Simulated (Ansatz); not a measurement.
Frontier orbitals of ClGaH2 (`[Cl][GaH2]`).

```xyz
4

Cl    0.586    1.046    1.528
Ga   -0.062   -0.111   -0.162
H    -1.591   -0.394   -0.224
H     1.067   -0.541   -1.142
```

Total charge 0; spin multiplicity 1. Correlated methods include outer-core shells of Ga, which these sets cover unevenly. Scalar relativity is left out up to krypton. The structure was optimised at the PBE0-D4/def2-TZVP level. Basis def2-TZVPP, Ansatz.

A caution on the coupled-cluster cation, which keeps the state that its UHF reference found: large T1 diagnostic of the cation.

| functional | HOMO (eV) | LUMO (eV) |
| --- | --- | --- |
| LC-ωPBE | -11.21 | 0.25 |

Question: Give HOMO and LUMO (eV) with LDA (SPW92), PBE, revPBE, BLYP, r2SCAN, B97M-V, PBE0, B3LYP, r2SCANh, r2SCAN0, HSE06 (plane-wave form), BHLYP, CAM-B3LYP, ωB97X-V, ωB97M-V, HF. (Estimate.)

Answer: Ansatz gave: 
```
             functional    HOMO   LUMO
            LDA (SPW92)   -7.22  -2.89
                    PBE   -7.13  -2.62
                 revPBE   -7.09  -2.50
                   BLYP   -6.99  -2.57
                 r2SCAN   -7.46  -2.34
                 B97M-V   -7.57  -2.57
                   PBE0   -8.45  -1.83
                  B3LYP   -8.21  -2.11
                r2SCANh   -7.94  -2.06
                r2SCAN0   -8.67  -1.66
HSE06 (plane-wave form)   -8.05  -2.19
                  BHLYP   -9.67  -1.10
              CAM-B3LYP   -9.81  -0.95
                ωB97X-V  -10.84   0.11
                ωB97M-V  -10.66  -0.10
                     HF  -11.61   0.95
```

B3LYP here is the variant with VWN-RPA as its local correlation; programs differ in this. LC-ωPBE has ω = 0.4 bohr⁻¹.
